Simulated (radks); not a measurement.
The numbers below are computed, except where a source is named.
Q: Tl+, configuration [Hg] (the NIST ground configuration). Code: a radial shooting solver on a logarithmic mesh with Libxc functionals. Model: Dirac Kohn-Sham, exchange-only LDA, spin-unpolarised, spherical densities, point nucleus. Some entries of the table are withheld. Estimate them.

orbital,occ.,eigenvalue (hartree),<r> (bohr)
1s1/2,2,-3139.393,0.01632
2s1/2,2,-558.6913,0.06809
2p1/2,2,-536.3812,(1)
2p3/2,4,-460.5399,(2)
3s1/2,2,-133.4757,0.1771
3p1/2,2,-123.4088,0.1675
3p3/2,4,-106.5522,0.1836
3d3/2,4,-89.91204,0.1596
3d5/2,6,-86.31017,0.1644
4s1/2,2,-29.91924,0.3917
4p1/2,2,-25.58643,0.3933
4p3/2,4,-21.47919,0.4279
4d3/2,4,-14.40197,0.4336
4d5/2,6,-13.63591,0.4448
5s1/2,2,(3),0.8771
4f5/2,6,-4.48935,0.4648
4f7/2,8,-4.32032,0.4713
5p1/2,2,-3.56398,0.9409
5p3/2,4,-2.81349,1.037
5d3/2,4,-0.83806,1.358
5d5/2,6,-0.75681,1.415
6s1/2,2,(4),2.404

A: 
(1) 2p1/2 <r> (bohr): 0.05591
(2) 2p3/2 <r> (bohr): 0.06470
(3) 5s1/2 eigenvalue (hartree): -5.02306
(4) 6s1/2 eigenvalue (hartree): -0.56761
